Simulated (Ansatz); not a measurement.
Cost and result for the atomization energy of CH$_{3}$ClF$_{2}$OSi, SMILES `OC(F)(F)[SiH2]Cl` (9 atoms, 8 bonds).

Z-matrix (Å, degrees):
```
C
F 1 1.366
F 1 1.374 2 104.4
O 1 1.348 2 110.4 3 -118.6
Si 1 1.925 2 111.5 3 116.6
H 4 0.968 1 109.1 2 54.0
Cl 5 2.039 1 108.9 2 62.1
H 5 1.477 1 107.3 2 -56.7
H 5 1.477 1 108.3 2 -178.4
```

The species carries charge 0 and has multiplicity 1. All single points use the PBE0-D4/def2-TZVP geometry. It is one conformer, not always the lowest. Program: Ansatz. All runs use 4 threads of an Arm Neoverse V1 on a shared host. Times are those of one run each, without the atoms' runs, and a repeat can differ threefold. Electronic energies, without spin–orbit coupling; frozen cores. CCSD(T)/CBS adds CCSD(T) − MP2 in def2-TZVPP to the MP2 limit, and its time is that of the two runs behind it. T1 = 0.012. B3LYP takes the VWN-RPA correlation (the form of Gaussian; ORCA's B3LYP/G).

CCSD(T)/CBS is a level of theory with its own doubt, some kJ/mol a heavy atom from the limit and from the frozen cores, so smaller differences don't rank the functionals.

| level | functions | wall time | atomization (kcal/mol) | difference from CCSD(T)/CBS | per bond |
| --- | --- | --- | --- | --- | --- |
| PBE-D4/def2-TZVPP (with forces) | 250 | 2.7 s | 791.7 | 21.4 | 2.7 |
| PBE0-D4/def2-TZVPP | 250 | 3.6 s | 767.8 | -2.5 | -0.3 |
| r2SCAN-D4/def2-TZVPP (with forces) | 250 | 5.5 s | 774.0 | 3.7 | 0.5 |
| B3LYP-D4/def2-TZVPP (with forces) | 250 | 5.5 s | 762.6 | -7.7 | -1.0 |
| B2PLYP/def2-TZVPP | 250 | 6.5 s | 756.8 | -13.5 | -1.7 |
| ωB97X-V/def2-TZVPP | 250 | 8.5 s | 774.4 | 4.1 | 0.5 |
| ωB97M-V/def2-TZVPP (with forces) | 250 | 13 s | 773.7 | 3.4 | 0.4 |
| MP2/def2-QZVPP | 458 | 22 s | 787.0 | 16.7 | 2.1 |
| CCSD(T)/def2-TZVPP | 250 | 4 min | 745.3 | -25.0 | -3.1 |
| CCSD(T)/CBS(def2) | – | 4.4 min | 770.3 | 0.0 | 0.0 |

The D4 term adds +8.0 kcal/mol with B3LYP and +4.2 kcal/mol with PBE0; it sums over pairs of atoms, weighted by their polarisabilities, and B3LYP, whose exchange is more repulsive, gets the larger term. From PBE to PBE0 (25 % exact exchange), in def2-TZVPP and without D4, the atomization energy moves by −23.1 kcal/mol: exact exchange takes away binding that semilocal exchange gives to molecules. In def2-TZVPP, CCSD(T) changes the Hartree–Fock value by +214.0 kcal/mol (the triples alone add +15.2 kcal/mol) and MP2 by +240.9 kcal/mol; breaking electron pairs costs correlation energy, which Hartree–Fock lacks.
